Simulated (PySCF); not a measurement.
OW (SMILES [O]=[W]), triplet, at a GFN2-xTB geometry (such geometries of metal compounds can be far from the true shape) (core potentials on W); HF/def2-SV(P) (PySCF).

Input for PySCF:
```python
from pyscf import gto, scf

mol = gto.Mole()
mol.atom = '''
    W    -0.000000   -0.000000   -0.165864
    O     0.000000    0.000000    1.534240
'''
mol.basis = 'def2-sv(p)'
mol.ecp = {'W': 'def2-sv(p)'}
mol.charge = 0
mol.spin = 2
mol.verbose = 4
mol.build()

mf = scf.UHF(mol)
mf.kernel()
mf.analyze()
```

Problem. What does PySCF print? Leave out banner, timings and long lists.

Solution. 
```
PySCF version 2.14.0

[INPUT] verbose = 4
[INPUT] num. atoms = 2
[INPUT] num. electrons = 22
[INPUT] charge = 0
[INPUT] spin (= nelec alpha-beta = 2S) = 2
[INPUT] symmetry False subgroup None
[INPUT] Mole.unit = angstrom
[INPUT] Symbol           X                Y                Z      unit          X                Y                Z       unit  Magmom
[...]
nuclear repulsion = 34.8613070865312
number of shells = 17
number of NR pGTOs = 74
number of NR cGTOs = 39
basis = def2-sv(p)
ecp = {'W': 'def2-sv(p)'}

******** <class 'pyscf.scf.uhf.UHF'> ********
method = UHF
initial guess = minao
damping factor = 0
level_shift factor = 0
DIIS = <class 'pyscf.scf.diis.CDIIS'>
diis_start_cycle = 1
diis_space = 8
diis_damp = 0
SCF conv_tol = 1e-09
SCF conv_tol_grad = None
SCF max_cycles = 50
direct_scf = True
direct_scf_tol = 1e-13
number electrons alpha = 12  beta = 10
Set gradient conv threshold to 3.16228e-05
init E= -128.316437868275

cycle= 1 E= -140.856856783249  delta_E= -12.5  |g|= 0.599  |ddm|= 5.19
cycle= 2 E= -140.798372278484  delta_E= 0.0585  |g|= 0.652  |ddm|= 0.792
cycle= 3 E= -140.969827182396  delta_E= -0.171  |g|= 0.105  |ddm|= 0.478
cycle= 4 E= -140.976046928217  delta_E= -0.00622  |g|= 0.0201  |ddm|= 0.129
cycle= 5 E= -140.977346843464  delta_E= -0.0013  |g|= 0.016  |ddm|= 0.064
cycle= 6 E= -140.978694294425  delta_E= -0.00135  |g|= 0.0158  |ddm|= 0.0702
cycle= 7 E= -140.978274329676  delta_E= 0.00042  |g|= 0.0148  |ddm|= 0.0221
cycle= 8 E= -140.977692536019  delta_E= 0.000582  |g|= 0.00988  |ddm|= 0.0962
cycle= 9 E= -140.978449475173  delta_E= -0.000757  |g|= 0.00818  |ddm|= 0.082
cycle= 10 E= -140.978902679034  delta_E= -0.000453  |g|= 0.00836  |ddm|= 0.0442
cycle= 11 E= -140.978510875375  delta_E= 0.000392  |g|= 0.00784  |ddm|= 0.0404
cycle= 12 E= -140.977660401744  delta_E= 0.00085  |g|= 0.00613  |ddm|= 0.126
cycle= 13 E= -140.977614601319  delta_E= 4.58e-05  |g|= 0.005  |ddm|= 0.0598
cycle= 14 E= -140.977757549087  delta_E= -0.000143  |g|= 0.00446  |ddm|= 0.0366
cycle= 15 E= -140.977996981297  delta_E= -0.000239  |g|= 0.00439  |ddm|= 0.0418
cycle= 16 E= -140.978039648595  delta_E= -4.27e-05  |g|= 0.0044  |ddm|= 0.00722
cycle= 17 E= -140.97792717776  delta_E= 0.000112  |g|= 0.00427  |ddm|= 0.0197
cycle= 18 E= -140.977812062572  delta_E= 0.000115  |g|= 0.00411  |ddm|= 0.0298
cycle= 19 E= -140.977828556507  delta_E= -1.65e-05  |g|= 0.00418  |ddm|= 0.00473
cycle= 20 E= -140.977776049842  delta_E= 5.25e-05  |g|= 0.00398  |ddm|= 0.016
cycle= 21 E= -140.977675057888  delta_E= 0.000101  |g|= 0.00362  |ddm|= 0.0478
cycle= 22 E= -140.977638769027  delta_E= 3.63e-05  |g|= 0.00328  |ddm|= 0.023
cycle= 23 E= -140.977542612311  delta_E= 9.62e-05  |g|= 0.00279  |ddm|= 0.0364
cycle= 24 E= -140.977410913764  delta_E= 0.000132  |g|= 0.00202  |ddm|= 0.0586
cycle= 25 E= -140.977382095245  delta_E= 2.88e-05  |g|= 0.00167  |ddm|= 0.0241
cycle= 26 E= -140.977374308095  delta_E= 7.79e-06  |g|= 0.00142  |ddm|= 0.0181
cycle= 27 E= -140.9773709936  delta_E= 3.31e-06  |g|= 0.00133  |ddm|= 0.016
cycle= 28 E= -140.977368797502  delta_E= 2.2e-06  |g|= 0.00132  |ddm|= 0.00654
cycle= 29 E= -140.9773698898  delta_E= -1.09e-06  |g|= 0.00133  |ddm|= 0.00254
cycle= 30 E= -140.977368046618  delta_E= 1.84e-06  |g|= 0.00131  |ddm|= 0.00422
cycle= 31 E= -140.977367773606  delta_E= 2.73e-07  |g|= 0.00141  |ddm|= 0.00706
cycle= 32 E= -140.977364230746  delta_E= 3.54e-06  |g|= 0.00112  |ddm|= 0.0125
cycle= 33 E= -140.977370911623  delta_E= -6.68e-06  |g|= 0.00108  |ddm|= 0.00832
cycle= 34 E= -140.977370706494  delta_E= 2.05e-07  |g|= 0.00108  |ddm|= 0.000764
cycle= 35 E= -140.977368215945  delta_E= 2.49e-06  |g|= 0.00104  |ddm|= 0.00469
cycle= 36 E= -140.977360103645  delta_E= 8.11e-06  |g|= 0.000949  |ddm|= 0.00985
cycle= 37 E= -140.977341359346  delta_E= 1.87e-05  |g|= 0.000806  |ddm|= 0.0193
cycle= 38 E= -140.977332802446  delta_E= 8.56e-06  |g|= 0.000732  |ddm|= 0.0143
cycle= 39 E= -140.977333744745  delta_E= -9.42e-07  |g|= 0.000752  |ddm|= 0.00172
cycle= 40 E= -140.97733007773  delta_E= 3.67e-06  |g|= 0.000697  |ddm|= 0.00687
cycle= 41 E= -140.977330343356  delta_E= -2.66e-07  |g|= 0.000696  |ddm|= 0.0018
cycle= 42 E= -140.977330030663  delta_E= 3.13e-07  |g|= 0.000696  |ddm|= 0.000461
cycle= 43 E= -140.977330483676  delta_E= -4.53e-07  |g|= 0.000691  |ddm|= 0.00123
cycle= 44 E= -140.977329604923  delta_E= 8.79e-07  |g|= 0.000681  |ddm|= 0.0019
cycle= 45 E= -140.977330134973  delta_E= -5.3e-07  |g|= 0.000685  |ddm|= 0.00137
cycle= 46 E= -140.977324773485  delta_E= 5.36e-06  |g|= 0.00066  |ddm|= 0.00712
cycle= 47 E= -140.977321160892  delta_E= 3.61e-06  |g|= 0.000638  |ddm|= 0.00512
cycle= 48 E= -140.97732190966  delta_E= -7.49e-07  |g|= 0.000647  |ddm|= 0.00307
cycle= 49 E= -140.97732202918  delta_E= -1.2e-07  |g|= 0.000651  |ddm|= 0.00243
cycle= 50 E= -140.977320480132  delta_E= 1.55e-06  |g|= 0.000635  |ddm|= 0.0027
SCF not converged.
SCF energy = -140.977320480132 after 50 cycles  <S^2> = 2.0403805  2S+1 = 3.0268006
**** SCF Summaries ****
Total Energy =                        -140.977320480132079
Nuclear Repulsion Energy =              34.861307086531177
One-electron Energy =                 -286.498166156167940
Two-electron Energy =                  110.659538589504663
Two-electron Coulomb Energy =          125.821385128240649
DFT Exchange-Correlation Energy =      -15.161846538735986
**** MO energy ****
                             alpha | beta                alpha | beta
[...]
spin_pop of  0 W 5s        0.00068
spin_pop of  0 W 6s        0.00949
spin_pop of  0 W 7s        0.00093
spin_pop of  0 W 8s       -0.00125
spin_pop of  0 W 9s        0.00011
spin_pop of  0 W 10s        0.00018
spin_pop of  0 W 5px       0.01589
spin_pop of  0 W 5py       0.00868
spin_pop of  0 W 5pz       0.00311
spin_pop of  0 W 6px       0.10707
spin_pop of  0 W 6py       0.00820
spin_pop of  0 W 6pz      -0.00725
spin_pop of  0 W 7px       0.07116
spin_pop of  0 W 7py       0.00765
spin_pop of  0 W 7pz       0.00266
spin_pop of  0 W 5dxy      0.05074
spin_pop of  0 W 5dyz      0.44682
spin_pop of  0 W 5dz^2     0.39196
spin_pop of  0 W 5dxz      0.29665
spin_pop of  0 W 5dx2-y2    0.14774
spin_pop of  0 W 6dxy      0.00503
spin_pop of  0 W 6dyz      0.18427
spin_pop of  0 W 6dz^2     0.17375
spin_pop of  0 W 6dxz      0.12601
spin_pop of  0 W 6dx2-y2    0.06793
spin_pop of  1 O 1s        0.00000
spin_pop of  1 O 2s       -0.00242
spin_pop of  1 O 3s        0.00051
spin_pop of  1 O 2px       0.02425
spin_pop of  1 O 2py      -0.10191
spin_pop of  1 O 2pz      -0.05169
spin_pop of  1 O 3px       0.00557
spin_pop of  1 O 3py       0.00627
spin_pop of  1 O 3pz       0.00010
spin_pop of  1 O 3dxy      0.00016
spin_pop of  1 O 3dyz      0.00023
spin_pop of  1 O 3dz^2     0.00007
spin_pop of  1 O 3dxz      0.00018
spin_pop of  1 O 3dx2-y2    0.00046
In total            12.00000 | 10.00000
Dipole moment(X, Y, Z, Debye): -0.00836, -0.00341, -6.06054
```

Convergence was not reached.
